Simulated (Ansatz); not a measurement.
AuCl, charge -1, doublet, at the geometry of the source list (the multiplicity is a formal guess) (core potentials on Au) (a gas-phase anion, which may not be bound at this level). Base run: Ansatz (a quantum-chemistry and plane-wave program) with HF/def2-SVP.

Input for Ansatz:
Ansatz 0.2 input:
```yaml
crystal:
  periodic: [false, false, false]
  atoms:
    - {symbol: Au, position_ang: [-0.68490000, -0.60480000, -0.64320000]}
    - {symbol: Cl, position_ang: [0.68490000, 0.60480000, 0.64320000]}
basis:
  gaussian:
    orbitals: def2-SVP
hamiltonian:
  xc: hf
total_charge: -1
magnetization: {spin_polarized: true, initial_magnetization: 1}
```

Variants of this job, named by their change:

```tsv
change	E (Eh)	<S^2>
base	-594.19562	0.761
functional = b3lyp	-595.91863	0.752
functional = SVWN5	-594.18483	0.751
functional = r2scan	-595.88776	0.755
functional = b3lyp; dispersion = d3bjatm	-595.92137	0.752
functional = pbe0	-595.69755	0.754
functional = lc_wpbe	-595.74070	0.756
functional = b3lyp5	-595.77948	0.752
functional = hse06	-595.68932	0.754
functional = pbe	-595.70680	0.752
functional = pbe; dispersion = d3bj	-595.70806	0.752
functional = wB97X-V	-595.74215	0.754
functional = wB97X	-595.87108	0.752
```

Absolute energies of different levels of theory aren't comparable as measures of quality.

A gas-phase anion may not be bound at this level; its values then depend on the basis.
